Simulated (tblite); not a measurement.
A tight-binding relaxation on `BPB(NC)PB(C)C`.

Computed with GFN2-xTB geometry optimisation, gas phase (tblite 0.8.0). Start geometry: from a force field or distance geometry. The command runs a driver script over a list of jobs; the input below is this job's line of settings and its coordinates in Å.

Command:
```bash
OMP_NUM_THREADS=1 python probes_run.py task.json out
```

Input:
```
{"job": {"kind": "relax", "xc": "GFN2-xTB", "basis": "xTB"}, "charge": 0, "multiplicity": 1}
B     -2.843500     2.219200     0.539500
P     -1.896300     1.401900    -0.920600
B     -0.922000    -0.175800    -0.391500
N     -1.459800    -1.527900    -0.851900
C     -1.649200    -2.303400     0.393300
P      0.406000    -0.200300     1.000900
B      2.087100     0.556800     0.385700
C      3.427700    -0.225300     0.664100
C      2.002300     1.431600    -0.935000
H     -3.063400     1.703700     1.578000
H     -3.616300     3.083300     0.230000
H     -2.896800     0.978100    -1.890300
H     -2.347200    -1.459400    -1.374600
H     -2.662000    -2.716600     0.413800
H     -1.501900    -1.614300     1.264300
H     -0.846900    -3.046500     0.453800
H      0.699500    -1.593200     1.330000
H      3.177000    -1.289700     0.947700
H      4.025200     0.192600     1.494800
H      3.997900    -0.255000    -0.284300
H      2.872300     1.243500    -1.573000
H      1.086300     1.101800    -1.492700
H      1.919400     2.521700    -0.699000
```

Output:
```
step      E/eV     max force
  0    -683.85587    2.657
  1    -684.21813    1.837
  2    -684.59042    3.076
  3    -684.75240    1.198
  4    -684.93363    0.804
  5    -685.03283    0.882
  6    -685.14780    1.067
  7    -685.26012    0.913
  8    -685.36645    0.917
  9    -685.45801    0.808
... (161 lines left out)
171    -686.15894    0.015
172    -686.15898    0.016
173    -686.15901    0.015
174    -686.15905    0.018
175    -686.15910    0.019
176    -686.15915    0.018
177    -686.15920    0.015
178    -686.15923    0.017
179    -686.15926    0.015
180    -686.15929    0.009
```

«max force» is the largest atomic force in eV/Å.

Task: From which step on does the largest force stay under 0.1 eV/Å, and how much energy is left to gain from there?

Result: From step 139 (0.086 eV/Å), 8.0 meV above the end.

Summary of the converged run: energy lowered by 53.1 kcal/mol over 180 steps; largest atomic force 0.009 eV/Å at the end.

Task: Where do the atoms end?

Result: 0.820 Å rms from the input after alignment:
```
atom  x, y, z in Å
B1    -2.1320    2.5021   -0.0170
P2    -1.7215    1.1168   -1.1150
B3    -1.1352   -0.3797   -0.1147
N4    -1.8337   -1.5645   -0.3138
C5    -1.6682   -2.8679    0.2885
P6     0.2562   -0.1425    1.1300
B7     1.7826    0.4872    0.2788
C8     3.1755   -0.1969    0.5917
C9     1.7313    1.7817   -0.6244
H10   -1.3511    2.8152    0.7970
H11   -3.0966    3.1366   -0.2036
H12   -2.9107    0.6796   -1.6739
H13   -2.5927   -1.5598   -0.9838
H14   -2.5594   -3.1460    0.8577
H15   -0.8171   -2.8530    0.9654
H16   -1.4952   -3.6267   -0.4792
H17    0.6313   -1.4313    1.4634
H18    3.1398   -0.9131    1.4113
H19    3.9462    0.5376    0.8224
H20    3.5275   -0.7358   -0.2888
H21    2.6423    1.9507   -1.1954
H22    0.8916    1.7784   -1.3222
H23    1.5843    2.6583    0.0084
```

Task: Estimate the wall time. Hardware: an Intel Xeon 6975P-C with one thread, no GPU, shared host with 192 logical CPUs at a one-minute load of 71.

Result: About 1.6 s.
Labels such as C1 count atoms from 1, the log's own numbers from 0.
